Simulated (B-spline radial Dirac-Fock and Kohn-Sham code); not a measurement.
Calculated with a radial finite-basis atomic code, using Dirac-Fock orbitals of the configuration average with a finite nucleus.

Q: This computed X-ray form factor belongs to an atom or ion in its tabulated ground configuration. Which?

```csv
sin θ/λ (Å⁻¹),f₀
0.25,10.495
0.3,9.989
0.6,7.291
0.8,5.939
0.9,5.330
1.4,2.969
3,1.178
5,0.662
6,0.475
```

A: K⁷⁺, with 12 electrons in [Ne] 3s2. f₀ tends to the number of electrons as s goes to zero, which the first rows give only roughly, and the rate of fall reflects the nuclear charge, 19.

Q: This computed X-ray form factor belongs to an atom or ion in its tabulated ground configuration. Which?

```csv
sin θ/λ (Å⁻¹),f₀
0.1,28.836
0.12,28.764
0.38,26.785
0.6,24.006
0.94,19.046
1.18,15.735
1.48,12.251
3.63,4.422
5.68,2.338
```

A: Xe²⁵⁺, with 29 electrons in [Ar] 3d10 4s1. f₀ tends to the number of electrons as s goes to zero, which the first rows give only roughly, and the rate of fall reflects the nuclear charge, 54.

Q: This computed X-ray form factor belongs to an atom or ion in its tabulated ground configuration. Which?

```csv
sin θ/λ (Å⁻¹),f₀
0.05,30.886
0.25,28.424
0.35,26.390
0.4,25.290
0.45,24.171
0.8,17.042
1,13.821
2,6.110
3,4.233
```

A: Ru¹³⁺, with 31 electrons in [Ar] 3d10 4s2 4p1. f₀ tends to the number of electrons as s goes to zero, which the first rows give only roughly, and the rate of fall reflects the nuclear charge, 44.

Q: This computed X-ray form factor belongs to an atom or ion in its tabulated ground configuration. Which?

```tsv
sin θ/λ (Å⁻¹)	f₀
0.1	7.647
0.15	7.240
0.7	2.308
0.9	1.763
1.1	1.504
1.2	1.420
2	0.937
3.5	0.355
6	0.079
```

A: Ne²⁺, with 8 electrons in [He] 2s2 2p4. f₀ tends to the number of electrons as s goes to zero, which the first rows give only roughly, and the rate of fall reflects the nuclear charge, 10.
